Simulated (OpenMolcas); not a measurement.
# Levels of neutral sulfur by method

```json
{
 "Program": "OpenMolcas",
 "Basis": "ANO-RCC-VQZP [6s5p3d2f1g]",
 "Scalar Hamiltonian": "DKH2, point nucleus",
 "Active space": "6 electrons in 8 orbitals (3s 3p 4s 4p)",
 "State averaging": "2S+1 = 3 even, 3 roots; 2S+1 = 1 even, 6 roots; 2S+1 = 3 odd, 3 roots (0 in the spin-orbit step)",
 "Spin-orbit coupling": "state interaction with AMFI integrals over the reference wave functions, term energies averaged over their components"
}
```

Methods on the same reference wave functions:
A. CASSCF
B. SS-CASPT2, IPEA 0.25 Eh, imaginary shift 0.1 Eh (closed shells correlated: 2s 2p)

Energies in cm-1 above 3s2 3p4 3P2, the measured ground level; measured values from NIST Handbook of Basic Atomic Spectroscopic Data.

| Level | A | B | Measured |
| --- | --- | --- | --- |
| 3s2 3p4 3P2 | 0.0 | 0.0 | 0.0 |
| 3s2 3p4 3P1 | 359 | 361 | 396 |
| 3s2 3p4 3P0 | 523 | 525 | 574 |
| 3s2 3p4 1D2 | 11430 | 9540 | 9239 |
| 3s2 3p4 1S0 | 20454 | 22310 | 22180 |

Deviations, from unrounded energies. A percentage is the sum of absolute deviations over the sum of measured energies, with the sign that they share, or ± where signs differ.

| Against measurement | Levels | A | B |
| --- | --- | --- | --- |
| mean absolute deviation (cm-1) | 4 | 1000 | 130 |
| fine structure of the ground term (%) | 2 | -9.0 | -8.7 |
| other terms of the ground configuration (%) | 2 | ±12.5 | +1.4 |

B lies closest to measurement on these levels. The largest miss of B in the table is 3s2 3p4 1D2, by +310 cm-1. The ranking rests on the paired levels alone, and a cruder setting can come out closer through cancelling errors.

From A to B the spin-free energies of the other terms of 3s2 3p4 shown, above 3P, scale by factors of 0.83 to 1.09.

The lowest spin-free term lies below A's lowest term by 0.158 hartree in B.

CASPT2 breaks the degeneracy within a term, and the mean is taken; among the terms shown or strongly mixed into the levels shown the widest spread is 53 cm-1 (3s2 3p4 1D, B). Active for correlation alone: 4p 4s; no level in the range computed is led by a configuration that fills them, so any true level of that kind is missing. No level of 3s 3p5 was computed, though it lies in the active space. Without dynamic correlation excited terms often stand tens of per cent too high (terms of higher spin than the ground term too low), and those without a measured partner can miss by more than the paired ones (holds for A). Computed and measured levels are paired by configuration, term and J; levels that our copy of the source lacks, or whose pairing is in doubt (as where it misses far off the trend of its configuration), stay unpaired and out of the deviations. Levels of configurations outside the active space are missing.
